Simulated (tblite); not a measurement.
Compound: C₅H₁₀O₂SSi₂.
Atom-mapped SMILES: `[CH3:1][C:2]#[C:3][C@@:4]1([SiH3:5])[SiH2:6][CH2:7][S:8]1(=[O:9])=[O:10]` (hydrogens: H11, H12, H13 on C1; H14, H15, H16 on Si5; H17, H18 on Si6; H19, H20 on C7)

Computed with GFN2-xTB (tblite), gas phase: L-BFGS steps from a force-field or distance-geometry start until the largest atomic force falls under 0.01 eV/Å.

The end geometry, which sets the zero of energy:
```
atom  x, y, z in Å
C1      3.2271   -1.4621    1.0894
C2      2.0313   -0.8263    0.5817
C3      1.0454   -0.2992    0.1417
C4     -0.1485    0.3256   -0.3160
Si5     0.0924    2.1699   -0.7633
Si6    -1.3316   -0.7427   -1.3745
C7     -2.6580   -0.4666   -0.0389
S8     -1.4239    0.4139    0.9796
O9     -1.1272   -0.3318    2.1697
O10    -1.8005    1.8009    1.1320
H11     3.0608   -1.7884    2.1157
H12     4.0627   -0.7624    1.0719
H13     3.4791   -2.3300    0.4797
H14     1.1181    2.1360   -1.8194
H15     0.6118    2.9021    0.3813
H16    -1.1463    2.6905   -1.3336
H17    -1.6820   -0.1345   -2.6587
H18    -0.9073   -2.1409   -1.4538
H19    -3.0282   -1.3366    0.4882
H20    -3.4803    0.1933   -0.2861
```

Question: These geometries come from the run, each turned onto the end geometry. Order them by energy, lowest first.
A.
```
atom  x, y, z in Å
C1      2.9816   -1.6170    1.1456
C2      1.8969   -0.8677    0.5492
C3      1.0063   -0.2302    0.0548
C4     -0.1358    0.4808   -0.4159
Si5     0.1631    2.3097   -0.8616
Si6    -1.3451   -0.6121   -1.4212
C7     -2.3772   -0.7834    0.1704
S8     -1.3792    0.5531    0.9119
O9     -0.8867    0.2156    2.2185
O10    -2.0869    1.8021    0.7701
H11     2.6644   -1.9961    2.1180
H12     3.8531   -0.9767    1.2846
H13     3.2578   -2.4598    0.5108
H14     1.2933    2.2923   -1.8029
H15     0.5320    3.0582    0.3331
H16    -1.0187    2.8249   -1.5459
H17    -2.0256    0.1398   -2.4747
H18    -0.7538   -1.8823   -1.8397
H19    -2.2114   -1.6970    0.7306
H20    -3.4333   -0.5435    0.1509
```
B.
```
atom  x, y, z in Å
C1      3.1593   -1.5206    1.0662
C2      1.9820   -0.8445    0.5679
C3      1.0118   -0.2803    0.1397
C4     -0.1565    0.3828   -0.3336
Si5     0.1472    2.2189   -0.7736
Si6    -1.3385   -0.7028   -1.3783
C7     -2.5906   -0.6008    0.0506
S8     -1.4422    0.4950    0.9504
O9     -1.0798   -0.0612    2.2234
O10    -1.9502    1.8470    0.9255
H11     2.9737   -1.8895    2.0746
H12     4.0042   -0.8324    1.0905
H13     3.4064   -2.3635    0.4203
H14     1.3267    2.1740   -1.6523
H15     0.4765    2.9800    0.4222
H16    -0.9976    2.7187   -1.5310
H17    -1.8194   -0.0443   -2.5932
H18    -0.8287   -2.0599   -1.5697
H19    -2.7566   -1.5040    0.6243
H20    -3.5326   -0.1019   -0.1375
```
C.
```
atom  x, y, z in Å
C1      2.9182   -1.6314    1.1338
C2      1.8014   -0.8633    0.6233
C3      0.8924   -0.2041    0.1914
C4     -0.1932    0.5623   -0.3351
Si5     0.3158    2.3145   -0.8862
Si6    -1.3715   -0.5098   -1.4112
C7     -2.2254   -0.9603    0.2292
S8     -1.5464    0.6013    0.8946
O9     -1.1391    0.5298    2.2705
O10    -2.4526    1.6553    0.5225
H11     2.6596   -2.0830    2.0911
H12     3.7822   -0.9826    1.2760
H13     3.1917   -2.4213    0.4328
H14     1.3562    2.0985   -1.9190
H15     0.8720    3.0692    0.2462
H16    -0.8324    2.9880   -1.5024
H17    -2.2470    0.2945   -2.2585
H18    -0.7384   -1.6397   -2.0871
H19    -1.7465   -1.7625    0.7754
H20    -3.3020   -1.0446    0.2993
```
D.
```
atom  x, y, z in Å
C1      2.8955   -1.6125    1.1444
C2      1.8112   -0.8354    0.5899
C3      0.9158   -0.2065    0.0955
C4     -0.1830    0.5412   -0.4217
Si5     0.2869    2.3188   -0.8746
Si6    -1.3723   -0.5712   -1.4227
C7     -2.2469   -0.9248    0.2314
S8     -1.4737    0.6032    0.8606
O9     -0.9688    0.4917    2.2010
O10    -2.3700    1.6901    0.5620
H11     2.5918   -2.0419    2.0983
H12     3.7714   -0.9848    1.3039
H13     3.1604   -2.4191    0.4613
H14     1.3524    2.1786   -1.8789
H15     0.7935    2.9730    0.3294
H16    -0.8693    2.9951   -1.4506
H17    -2.2343    0.1921   -2.3172
H18    -0.6771   -1.7107   -2.0070
H19    -1.8609   -1.7681    0.7904
H20    -3.3277   -0.8980    0.2914
```
E.
```
atom  x, y, z in Å
C1      3.2005   -1.4988    1.0752
C2      2.0116   -0.8444    0.5719
C3      1.0305   -0.2978    0.1443
C4     -0.1502    0.3480   -0.3208
Si5     0.1134    2.1919   -0.7563
Si6    -1.3353   -0.7181   -1.3783
C7     -2.6266   -0.5465    0.0081
S8     -1.4394    0.4680    0.9584
O9     -1.1226   -0.1469    2.2165
O10    -1.8812    1.8450    0.9764
H11     3.0235   -1.8478    2.0926
H12     4.0396   -0.8027    1.0808
H13     3.4567   -2.3539    0.4486
H14     1.2166    2.1524   -1.7311
H15     0.5492    2.9327    0.4173
H16    -1.0764    2.7070   -1.4248
H17    -1.7575   -0.0723   -2.6208
H18    -0.8588   -2.0922   -1.5311
H19    -2.8794   -1.4383    0.5684
H20    -3.5195    0.0254   -0.2085
```

Answer: E (0.004 eV), B (0.007 eV), A (0.026 eV), D (0.052 eV), C (0.089 eV).

In the order of the answer:

| step | E above end (eV) | largest force (eV/Å) | rms force component (eV/Å) | rms distance from end (Å) | rms bond change (Å) | bond most changed (Å) |
| --- | --- | --- | --- | --- | --- | --- |
| 129 | 0.004 | 0.06 | 0.013 | 0.108 | 0.001 | C7–S8 +0.002 |
| 107 | 0.007 | 0.02 | 0.008 | 0.187 | 0.001 | C7–S8 -0.002 |
| 62 | 0.026 | 0.06 | 0.020 | 0.428 | 0.002 | C4–Si5 -0.007 |
| 27 | 0.052 | 0.10 | 0.032 | 0.607 | 0.005 | C4–Si5 -0.019 |
| 9 | 0.089 | 0.22 | 0.060 | 0.656 | 0.006 | Si5–H15 +0.015 |

The cost below is that of the whole relaxation. Time: 3.0 s wall. Hardware: one thread, Arm Neoverse N1 (aarch64), shared host with 64 logical CPUs at a one-minute load of 60.
